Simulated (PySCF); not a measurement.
# Electronic structure of Sb²⁺ (antimony, charge +2) at the UHF level

Configuration: [Kr] 4d10 5s2 5p1, 2P determinant. Calculation: PySCF 2.14, in def2-TZVP with the def2 core potential (28 electrons) (6s5p3d2f, 50 functions); scalar relativity through the core potential.

- Total energy: -238.373519 hartree
- One-electron energy: -404.4489 hartree
- Hartree (Coulomb) energy: 184.0261 hartree
- Exchange energy: -17.9507 hartree
- ⟨S²⟩: 0.7586
- ⟨L²⟩: 2.026
- Sum of ⟨r⟩: 23.91 bohr
- Sum of ⟨r²⟩: 36.12 bohr²
- Traceless quadrupole moment −½Σ⟨3z² − r²⟩ along its main axis: -2.97 e·bohr²
- Time after the integrals: 0.27 s of wall time on 1 thread of Neoverse-N1 (shared host)

| shell | electrons | mean orbital energy (hartree) | spread (hartree) | rms radius, mean of both spins (bohr) |
| --- | --- | --- | --- | --- |
| 4s α | 1 | -7.20652 | 0 | 0.849 |
| 4s β | 1 | -7.20046 | 0 | 0.849 |
| 4p α | 3 | -5.27223 | 0.00528 | 0.917 |
| 4p β | 3 | -5.26617 | 0.02438 | 0.917 |
| 4d α | 5 | -2.29893 | 0.01567 | 1.10 |
| 4d β | 5 | -2.29335 | 0.02679 | 1.10 |
| 5s α | 1 | -1.25184 | 0 | 2.27 |
| 5s β | 1 | -1.16499 | 0 | 2.27 |
| 5p α | 1 | -0.89773 | 0 | 2.68 |

Energies and moments cover only the electrons outside the core potential.
